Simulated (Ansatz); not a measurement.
**Molecular dynamics of C2H3AlO**

Input:

```yaml
crystal:
  periodic: [false, false, false]
  atoms:
    - { symbol: C, position_ang: [-0.756186, 0.427494, -0.417343] }
    - { symbol: C, position_ang: [-0.002243, 0.598328, 0.705048] }
    - { symbol: Al, position_ang: [0.911294, -0.883117, 0.047883] }
    - { symbol: O, position_ang: [-0.325291, -0.68078, -1.222052] }
    - { symbol: H, position_ang: [-1.628751, 0.993365, -0.800926] }
    - { symbol: H, position_ang: [-0.14835, 1.37257, 1.457532] }
    - { symbol: H, position_ang: [2.010726, -1.89596, 0.184158] }
basis:
  gaussian: { orbitals: STO-3G }
hamiltonian:
  xc: r2scan
  dispersion: d4
md:
  timestep: 0.25
  n_steps: 250
  ensemble: nve
  temperature: 700.0
  initial_velocities: maxwell_boltzmann
  seed: 574812
scf:
  lower_state_search: "off"
```

Launched with:

```bash
$ ansatz run input.yaml --threads 1 --pin off --max-ram 2048MiB --backend cpu --events-out ev --progress --plain --runs-dir out
```

It starts from a relaxed structure.

Output, in part (one step line in 9, the closing report, with atoms numbered from 0):

```
md step     0: t =     0.00 fs  T =   700.0 K  F+E_penalty+E_count = -10629.96683900 eV  E_kin = 0.452410 eV  conserved = -10629.51442900 eV  (13 SCF iters)
md step     9: t =     2.25 fs  T =   384.1 K  F+E_penalty+E_count = -10629.76195845 eV  E_kin = 0.248235 eV  conserved = -10629.51372377 eV  (14 SCF iters)
md step    18: t =     4.50 fs  T =   222.4 K  F+E_penalty+E_count = -10629.65753368 eV  E_kin = 0.143733 eV  conserved = -10629.51380104 eV  (14 SCF iters)
md step    27: t =     6.75 fs  T =   291.2 K  F+E_penalty+E_count = -10629.70214193 eV  E_kin = 0.188207 eV  conserved = -10629.51393501 eV  (14 SCF iters)
md step    36: t =     9.00 fs  T =   294.2 K  F+E_penalty+E_count = -10629.70417090 eV  E_kin = 0.190147 eV  conserved = -10629.51402386 eV  (14 SCF iters)
md step    45: t =    11.25 fs  T =   264.5 K  F+E_penalty+E_count = -10629.68463668 eV  E_kin = 0.170936 eV  conserved = -10629.51370113 eV  (14 SCF iters)
md step    54: t =    13.50 fs  T =   518.9 K  F+E_penalty+E_count = -10629.84960204 eV  E_kin = 0.335343 eV  conserved = -10629.51425952 eV  (14 SCF iters)
md step    63: t =    15.75 fs  T =   349.7 K  F+E_penalty+E_count = -10629.73986885 eV  E_kin = 0.226033 eV  conserved = -10629.51383612 eV  (13 SCF iters)
md step    72: t =    18.00 fs  T =   263.3 K  F+E_penalty+E_count = -10629.68388413 eV  E_kin = 0.170196 eV  conserved = -10629.51368805 eV  (14 SCF iters)
md step    81: t =    20.25 fs  T =   467.0 K  F+E_penalty+E_count = -10629.81598385 eV  E_kin = 0.301797 eV  conserved = -10629.51418685 eV  (14 SCF iters)
md step    90: t =    22.50 fs  T =   299.4 K  F+E_penalty+E_count = -10629.70742497 eV  E_kin = 0.193508 eV  conserved = -10629.51391689 eV  (13 SCF iters)
md step    99: t =    24.75 fs  T =   220.2 K  F+E_penalty+E_count = -10629.65603813 eV  E_kin = 0.142309 eV  conserved = -10629.51372900 eV  (13 SCF iters)
md step   108: t =    27.00 fs  T =   453.9 K  F+E_penalty+E_count = -10629.80748380 eV  E_kin = 0.293381 eV  conserved = -10629.51410301 eV  (13 SCF iters)
md step   117: t =    29.25 fs  T =   424.8 K  F+E_penalty+E_count = -10629.78856762 eV  E_kin = 0.274568 eV  conserved = -10629.51399991 eV  (14 SCF iters)
md step   126: t =    31.50 fs  T =   298.0 K  F+E_penalty+E_count = -10629.70627420 eV  E_kin = 0.192597 eV  conserved = -10629.51367757 eV  (14 SCF iters)
md step   135: t =    33.75 fs  T =   442.8 K  F+E_penalty+E_count = -10629.80033238 eV  E_kin = 0.286168 eV  conserved = -10629.51416457 eV  (14 SCF iters)
md step   144: t =    36.00 fs  T =   258.7 K  F+E_penalty+E_count = -10629.68111184 eV  E_kin = 0.167216 eV  conserved = -10629.51389572 eV  (13 SCF iters)
md step   153: t =    38.25 fs  T =   220.4 K  F+E_penalty+E_count = -10629.65616792 eV  E_kin = 0.142457 eV  conserved = -10629.51371067 eV  (14 SCF iters)
md step   162: t =    40.50 fs  T =   502.4 K  F+E_penalty+E_count = -10629.83896763 eV  E_kin = 0.324729 eV  conserved = -10629.51423875 eV  (14 SCF iters)
md step   171: t =    42.75 fs  T =   339.6 K  F+E_penalty+E_count = -10629.73334224 eV  E_kin = 0.219475 eV  conserved = -10629.51386717 eV  (14 SCF iters)
md step   180: t =    45.00 fs  T =   229.7 K  F+E_penalty+E_count = -10629.66218799 eV  E_kin = 0.148446 eV  conserved = -10629.51374202 eV  (14 SCF iters)
md step   189: t =    47.25 fs  T =   375.5 K  F+E_penalty+E_count = -10629.75672695 eV  E_kin = 0.242699 eV  conserved = -10629.51402768 eV  (14 SCF iters)
md step   198: t =    49.50 fs  T =   333.1 K  F+E_penalty+E_count = -10629.72933818 eV  E_kin = 0.215314 eV  conserved = -10629.51402435 eV  (14 SCF iters)
md step   207: t =    51.75 fs  T =   281.8 K  F+E_penalty+E_count = -10629.69586353 eV  E_kin = 0.182120 eV  conserved = -10629.51374371 eV  (12 SCF iters)
md step   216: t =    54.00 fs  T =   498.1 K  F+E_penalty+E_count = -10629.83614896 eV  E_kin = 0.321945 eV  conserved = -10629.51420352 eV  (13 SCF iters)
md step   225: t =    56.25 fs  T =   346.0 K  F+E_penalty+E_count = -10629.73750639 eV  E_kin = 0.223638 eV  conserved = -10629.51386846 eV  (13 SCF iters)
md step   234: t =    58.50 fs  T =   270.2 K  F+E_penalty+E_count = -10629.68836071 eV  E_kin = 0.174602 eV  conserved = -10629.51375822 eV  (14 SCF iters)
md step   243: t =    60.75 fs  T =   435.6 K  F+E_penalty+E_count = -10629.79563402 eV  E_kin = 0.281501 eV  conserved = -10629.51413270 eV  (14 SCF iters)
md step   250: t =    62.50 fs  T =   351.5 K  F+E_penalty+E_count = -10629.74128652 eV  E_kin = 0.227161 eV  conserved = -10629.51412550 eV  (14 SCF iters)
Total energy: -10629.74129175 eV, -390.6357873743 hartree
Atom 0 at    -0.714542     0.458706    -0.464229 Å, force    -1.245252     0.737313     0.757199 eV/Å
Atom 1 at    -0.016593     0.565615     0.727921 Å, force    -0.133557    -0.192478    -0.505815 eV/Å
Atom 2 at     0.909151    -0.878861     0.047798 Å, force    -0.809400     0.690179    -0.059444 eV/Å
Atom 3 at    -0.358102    -0.694557    -1.197730 Å, force     0.395142    -0.580387    -0.569396 eV/Å
Atom 4 at    -1.601765     1.002625    -0.954223 Å, force     1.206427    -0.127075     0.864010 eV/Å
Atom 5 at    -0.028516     1.259052     1.569474 Å, force    -0.485000     0.371974    -0.461579 eV/Å
Atom 6 at     2.116822    -1.669070     0.127886 Å, force     1.071639    -0.899526    -0.024976 eV/Å
Dipole moment:     0.296471    -0.209217     0.139235 e Å
```

The run went to its last step. The conserved energy stayed within 0.14 meV per atom of its start (net change 0.043 meV per atom), so the integration is sound. Over the second half the temperature averaged 0.50 of the 700 K drawn at the start: a run that starts near a minimum puts about half its kinetic energy into the potential. A run of 0.062 ps of so small a system gives no equilibrium averages. Limits of this set-up: minimal basis.

The same pairs are bonded in the first frame and the last. Pairs count as bonded within 1.25 times the sum of covalent radii (0.12 Å more for H–H).

Last frame:

```xyz
7
Properties=species:S:1:pos:R:3
C -0.715 0.459 -0.464
C -0.017 0.566 0.728
Al 0.909 -0.879 0.048
O -0.358 -0.695 -1.198
H -1.602 1.003 -0.954
H -0.029 1.259 1.569
H 2.117 -1.669 0.128
```

Time of the run: 4.5 min on 1 thread of Arm Neoverse V2 (shared host), peak memory 0.082 GiB.
